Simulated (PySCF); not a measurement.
C₂H₇Si, BH₄O₂Si, CH₃FOSi, BFH₃OSi (calculated)

Calculation on a computer-drawn molecule: the log of a Hartree-Fock and frozen-core CCSD(T) single point meant for a local Hartree-Fock minimum, with one planted fault or none, to be diagnosed. Offsets are logged minus clean, where the clean run is the same molecule without the fault. The reference is restricted for singlets and unrestricted otherwise, and also for a bond in bohr or an excited solution. Adding or removing an electron swaps singlet and doublet. The excited solution moves the top pair (singlet) or top alpha electron (doublet) to the lowest empty orbital. Highest occupied and lowest empty are orbital energies over both spins, largest force is the largest gradient component, triples share is (T) over the correlation energy, the T1 limit is 0.02 restricted and 0.045 unrestricted, electrons count all cores, a negative frequency is imaginary (commonest isotopes), and the dipole is about the centre of nuclear charge. Program: PySCF 2.14.0.

Common to all runs: logged SCF converged yes; logged CC converged yes; logged SCF stable within its kind yes; possible faults no fault, one electron removed, one electron added, multiplicity raised by two, geometry at a saddle point, SCF held on an excited solution, minimal basis STO-3G, one bond length entered in bohr, all coordinates scaled.

```json
{"entry": 1, "formula": "C2H7Si", "logged_structure": {"atoms_angstrom": [["C", 1.1554, -0.5423, -1.4647], ["C", 0.6116, -1.476, -0.6047], ["Si", -0.7202, -0.8496, 0.3436], ["H", 1.8174, 0.1258, -1.128], ["H", 0.7204, -0.3558, -2.3445], ["H", 1.3105, -1.8178, 0.0389], ["H", 0.2716, -2.2772, -1.1166], ["H", -1.7269, -0.4228, -0.4772], ["H", -1.2116, -1.8227, 1.1709], ["H", -0.3036, 0.2053, 1.1071]]}, "given": {"meant_charge": 0, "meant_multiplicity": 2, "meant_basis": "cc-pV(D+d)Z", "logged_electrons": 33, "logged_basis_functions": 86, "logged_spin_squared": 0.7601, "logged_highest_occupied [eV]": -8.6921, "logged_lowest_empty [eV]": 3.8117, "logged_largest_force [hartree/bohr]": 0.071735, "logged_T1_diagnostic": 0.011267, "logged_D1_diagnostic": 0.046002, "logged_triples_share": 0.023404, "logged_dipole_magnitude [debye]": 0.52709, "logged_energy_HF [hartree]": -368.6429, "logged_energy_CCSD(T) [hartree]": -369.07047, "drawn_bonds_atom": [1, 2, 1, 1, 2, 2, 3, 3, 3], "drawn_bonds_other_atom": [2, 3, 4, 5, 6, 7, 8, 9, 10], "drawn_bonds_order": [1, 1, 1, 1, 1, 1, 1, 1, 1]}, "results": {"planted_fault": "all coordinates scaled, by -7.8 %", "HF_energy_offset_from_clean_run [kcal/mol]": 38.25, "CCSD(T)_energy_offset_from_clean_run [kcal/mol]": 42.93}}
{"entry": 2, "formula": "BH4O2Si", "logged_structure": {"atoms_angstrom": [["B", -0.5393, -0.7275, -0.7327], ["Si", 1.0683, -1.9514, -0.5324], ["O", 1.1984, -2.7302, 0.8218], ["O", 2.2063, -2.2099, -1.5849], ["H", -0.422, 0.4024, -0.3866], ["H", -2.4217, -1.6018, -1.5862], ["H", 1.8614, -3.3447, 1.1219], ["H", 2.3597, -1.8727, -2.4602]]}, "given": {"meant_charge": 1, "meant_multiplicity": 1, "meant_basis": "cc-pV(D+d)Z", "logged_electrons": 38, "logged_basis_functions": 85, "logged_spin_squared": 0.7071, "logged_highest_occupied [eV]": -15.7, "logged_lowest_empty [eV]": -4.7416, "logged_largest_force [hartree/bohr]": 0.019317, "logged_T1_diagnostic": 0.058329, "logged_D1_diagnostic": 0.27555, "logged_triples_share": 0.02807, "logged_dipole_magnitude [debye]": 1.892, "logged_energy_HF [hartree]": -465.36085, "logged_energy_CCSD(T) [hartree]": -465.93031, "drawn_bonds_atom": [1, 2, 2, 1, 1, 3, 4], "drawn_bonds_other_atom": [2, 3, 4, 5, 6, 7, 8], "drawn_bonds_order": [1, 1, 1, 1, 1, 1, 1]}, "results": {"planted_fault": "one bond length entered in bohr, row 5 of the drawn bonds", "HF_energy_offset_from_clean_run [kcal/mol]": 77.66, "CCSD(T)_energy_offset_from_clean_run [kcal/mol]": 78.15}, "notes": ["T1 above single-reference limit"]}
{"entry": 3, "formula": "CH3FOSi", "logged_structure": {"atoms_angstrom": [["C", -0.0755, 0.211, 0.4621], ["Si", -1.0126, 1.2466, 1.5731], ["O", -2.1425, 0.9215, 2.4098], ["F", -0.3843, 2.6556, 1.4979], ["H", -0.4396, -0.7801, 0.4805], ["H", -0.1414, 0.5955, -0.5236], ["H", 0.9475, 0.2216, 0.7391]]}, "given": {"meant_charge": 0, "meant_multiplicity": 1, "meant_basis": "cc-pV(D+d)Z", "logged_electrons": 40, "logged_basis_functions": 80, "logged_spin_squared": 0.0, "logged_highest_occupied [eV]": -12.525, "logged_lowest_empty [eV]": 3.2905, "logged_largest_force [hartree/bohr]": 0.054066, "logged_T1_diagnostic": 0.015469, "logged_D1_diagnostic": 0.053138, "logged_triples_share": 0.023635, "logged_dipole_magnitude [debye]": 4.3931, "logged_energy_HF [hartree]": -502.92367, "logged_energy_CCSD(T) [hartree]": -503.56131, "drawn_bonds_atom": [1, 2, 2, 1, 1, 1], "drawn_bonds_other_atom": [2, 3, 4, 5, 6, 7], "drawn_bonds_order": [1, 2, 1, 1, 1, 1]}, "results": {"planted_fault": "all coordinates scaled, by -3.0 %", "HF_energy_offset_from_clean_run [kcal/mol]": 5.18, "CCSD(T)_energy_offset_from_clean_run [kcal/mol]": 10.03}}
{"entry": 4, "formula": "BFH3OSi", "logged_structure": {"atoms_angstrom": [["O", -0.7519, -0.5825, -1.7691], ["B", -0.1509, -0.1622, -2.9367], ["F", -0.8617, -0.6081, -4.0195], ["Si", 1.4465, 1.1105, -3.0623], ["H", -0.2367, -0.3088, -1.0298], ["H", 2.1397, 0.6854, -1.7567], ["H", 2.3191, 0.3444, -4.0515]]}, "given": {"meant_charge": -1, "meant_multiplicity": 1, "meant_basis": "aug-cc-pV(D+d)Z", "logged_electrons": 40, "logged_basis_functions": 128, "logged_spin_squared": 2.0094, "logged_highest_occupied [eV]": 0.75456, "logged_lowest_empty [eV]": 3.1328, "logged_largest_force [hartree/bohr]": 0.047619, "logged_T1_diagnostic": 0.03162, "logged_D1_diagnostic": 0.18101, "logged_triples_share": 0.030283, "logged_dipole_magnitude [debye]": 7.7238, "logged_energy_HF [hartree]": -489.7172, "logged_energy_CCSD(T) [hartree]": -490.35084, "drawn_bonds_atom": [1, 2, 2, 1, 4, 4], "drawn_bonds_other_atom": [2, 3, 4, 5, 6, 7], "drawn_bonds_order": [1, 1, 1, 1, 1, 1]}, "results": {}, "notes": ["highest electron not bound in this basis"]}
```

Question: BFH₃OSi (entry 4): planted fault?
Answer: multiplicity raised by two

Further results for BFH₃OSi (entry 4):

* HF energy offset from clean run: 43.02 kcal/mol
* CCSD(T) energy offset from clean run: 58.96 kcal/mol
